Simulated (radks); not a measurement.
Results of a calculation; reference values are marked as such.
Question: Valence configurations of Mn IV (all share [Ar]). Code: a radial shooting solver on a logarithmic mesh with Libxc functionals. Model: scalar-relativistic Kohn-Sham, r2SCAN, spin-polarised, spherical densities, finite nucleus; open shells are filled with parallel spins first; meta-GGA in the generalised Kohn-Sham scheme; Fermi nuclear charge, rms radius 3.7057 fm. Order these by energy: 3d3 4s1; 3d2 4p2; 3d3 4p1; 3d3.5 4p0.5; 3d4; 3d1 4p3; 3d1.5 4s1 4p1.5; 3d2 4s1 4p1; 3d3.5 4s0.5.

Answer: From the lowest, in eV above it: 3d4 0.000; 3d3.5 4s0.5 7.020; 3d3.5 4p0.5 10.599; 3d3 4s1 14.763; 3d3 4p1 22.269; 3d2 4s1 4p1 41.269; 3d2 4p2 49.298; 3d1.5 4s1 4p1.5 56.542; 3d1 4p3 81.833. NIST lists [Ar] 3d4 as the ground configuration; this level of theory agrees among the configurations tried. The energies are those of spherical high-spin densities, not of single terms.
